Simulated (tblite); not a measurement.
Compound: C5H3F2O (doublet state).
Numbering: `[CH3:1][O:2]/[C:3]([F:4])=[C:5]1[C:6]=[C:7]\1[F:8]` (hydrogens: H9, H10, H11 on C1)

Computed geometry: GFN2-xTB, gas phase. This method treats the open shell by occupation alone, without spin polarisation.

Task: List the bond lengths, angles and torsions at this level.

Result: 
```tsv
bond	length (Å)	order
C1–O2	1.415	single
O2–C3	1.321	single
C3–F4	1.355	single
C3=C5	1.357	double
C5–C6	1.486	single
C6=C7	1.387	double
C7–F8	1.309	single
C5–C7	1.379	single
C1–H9, C1–H10, C1–H11	1.091	single
```

Bonds in one row agree within 0.01 Å and their mean is given. Orders are formal, as drawn. A selection of angles:
```tsv
angle	degrees
O2–C1–H9	105.7
O2–C1–H10	111.0
H9–C1–H10	110.1
C1–O2–C3	118.7
O2–C3–F4	115.5
O2–C3–C5	124.1
F4–C3–C5	120.4
C3–C5–C6	153.2
C3–C5–C7	149.1
C6–C5–C7	57.7
C5–C6–C7	57.2
C6–C7–F8	154.5
C5–C7–C6	65.0
C5–C7–F8	140.4
```

Torsions: C1–O2–C3–F4 0° (synperiplanar); O2–C3–C5–C6 0° (synperiplanar); C3–C5–C6–C7 180° (antiperiplanar); C5–C6–C7–F8 180° (antiperiplanar); C3–C5–C7–C6 180° (antiperiplanar).

The C–C distances run from 1.357 Å (C3=C5, drawn double) to 1.486 Å (C5–C6, drawn single), a spread of 0.129 Å. The 8 heavy atoms lie in one plane (0.002 Å rms). C7 (carbon bonded to 2 C and F) has angles 154.5°, 140.4° and 65.0°, sum 360.0°, 0.00 Å off the plane of its three neighbours. The C–F distances run from 1.309 Å (C7–F8, drawn single) to 1.355 Å (C3–F4, drawn single), a spread of 0.046 Å. C3 (carbon bonded to C, F and O) is planar (angles 124.1°, 120.4° and 115.5°, sum 360.0°, 0.00 Å off the plane of its three neighbours). C5 (carbon bonded to 3 C) has angles 153.2°, 149.1° and 57.7°, sum 360.0°, 0.00 Å off the plane of its three neighbours. Of the pairs four or more bonds apart, F4···H11 is among the closest relative to their van der Waals radii: 2.57 Å, 96 % of the sum of Bondi's values.

Point group: Cs (tolerance 0.08 Å). Its lowest GFN2-xTB frequency is 4i cm⁻¹, too small to tell a flat minimum from a shallow saddle.

One conformer stands for the species.
